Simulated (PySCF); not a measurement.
I: ionisation energy

I [Kr] 4d10 5s2 5p5 [5p1/2^2 5p3/2^3, M_J = 3/2] → I⁺ [Kr] 4d10 5s2 5p4 [5p1/2^2 5p3/2^2, M_J = 2], as a difference of total energies. Computed with PySCF 2.14 in x2c-SVPall-2c with one added diffuse shell each of s, p type (7s9p4d, 54 functions), with the two-component X2C-1e Hamiltonian. Correlated levels: [Ar] 3d10 frozen; the 6 highest virtual spinors dropped. "Screened" scales the spin-orbit matrix elements by Boettger's factors to mimic the two-electron term; Breit and QED terms are absent.

```json
{"method": "GHF (spin-free)", "ionisation energy (eV)": "9.625"}
{"method": "GMP2 (spin-free)", "ionisation energy (eV)": "10.175"}
{"method": "GHF (screened spin-orbit)", "ionisation energy (eV)": "9.450"}
{"method": "GMP2 (screened spin-orbit)", "ionisation energy (eV)": "10.014"}
```

**Question.** How much does correlation contribute at GMP2 (screened spin-orbit)?

**Answer.** 10.014 − (9.450) = 0.564 eV, measured against GHF (screened spin-orbit).

The spin-free rows relax to the high-spin LS determinant and lack the spin-orbit shift.

Errors of the correlated levels include the incompleteness of this basis and the frozen core.

The labels give the starting determinants; with spin-orbit coupling the two ends relaxed to ⟨J²⟩ = 3.76, ⟨L²⟩ = 2.03, ⟨S²⟩ = 0.78 and ⟨J²⟩ = 6.02, ⟨L²⟩ = 2.36, ⟨S²⟩ = 1.86.

For comparison: 10.451 eV (measured; NIST Atomic Spectra Database, ionization energies).
